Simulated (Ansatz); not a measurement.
Species: H₂F₂InN, SMILES `[NH2][In]([F])[F]` (charge 0, multiplicity 1), formula H$_{2}$F$_{2}$InN.

### Question
How many basis functions does frozen-core CCSD(T)/def2-TZVPP // r2SCAN-D4/def2-TZVP (Ansatz, a first-principles code) use, how many core orbitals are frozen, and how many electrons are correlated?

### Answer
171 basis functions and 7 frozen orbitals, which leaves 34 correlated electrons (filled d shells below the valence shell are correlated). Core time is of the order of minutes.
